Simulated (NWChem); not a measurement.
Molecule: Ge2H3F3; SMILES [F][Ge]([F])([F])[GeH3]

```xyz
8

F      1.4312    -0.6647    -1.4223
Ge     0.0000     0.0000    -0.7272
F     -0.1399     1.5718    -1.4223
F     -1.2913    -0.9071    -1.4223
Ge     0.0000     0.0000     1.6864
H      1.1983     0.8378     2.1423
H      0.1264    -1.4566     2.1423
H     -1.3247     0.6188     2.1423
```
Atoms are numbered in this order, from 1.

Level: PBE0/def2-SVP (NWChem), optimised geometry, unscaled harmonic frequencies. 

```json
[
 {"frequency (cm⁻¹)": "62", "IR intensity (km/mol)": "0.0"},
 {"frequency (cm⁻¹)": "101", "IR intensity (km/mol)": "2.5"},
 {"frequency (cm⁻¹)": "101", "IR intensity (km/mol)": "2.5"},
 {"frequency (cm⁻¹)": "209", "IR intensity (km/mol)": "29.9"},
 {"frequency (cm⁻¹)": "228", "IR intensity (km/mol)": "12.9"},
 {"frequency (cm⁻¹)": "228", "IR intensity (km/mol)": "12.9"},
 {"frequency (cm⁻¹)": "321", "IR intensity (km/mol)": "46.2"},
 {"frequency (cm⁻¹)": "493", "IR intensity (km/mol)": "5.7"},
 {"frequency (cm⁻¹)": "493", "IR intensity (km/mol)": "5.7"},
 {"frequency (cm⁻¹)": "713", "IR intensity (km/mol)": "174.7"},
 {"frequency (cm⁻¹)": "750", "IR intensity (km/mol)": "75.3"},
 {"frequency (cm⁻¹)": "750", "IR intensity (km/mol)": "75.3"},
 {"frequency (cm⁻¹)": "792", "IR intensity (km/mol)": "69.4"},
 {"frequency (cm⁻¹)": "874", "IR intensity (km/mol)": "34.7"},
 {"frequency (cm⁻¹)": "874", "IR intensity (km/mol)": "34.7"},
 {"frequency (cm⁻¹)": "2190", "IR intensity (km/mol)": "25.9"},
 {"frequency (cm⁻¹)": "2206", "IR intensity (km/mol)": "61.3"},
 {"frequency (cm⁻¹)": "2206", "IR intensity (km/mol)": "61.3"}
]
```

The zero-point energy is 19.4 kcal/mol and the thermal correction to the enthalpy at 298.15 K (with zero-point energy) comes out as 25.1 kcal/mol. The heat capacity Cv is 25.4 cal/(mol K) and the entropy at 298.15 K and 1 atm (symmetry number 3) is 89.5 cal/(mol K). The dipole moment is 4.03 D.

Rigid rotor and harmonic oscillator; modes under 100 cm⁻¹ make the entropy uncertain.
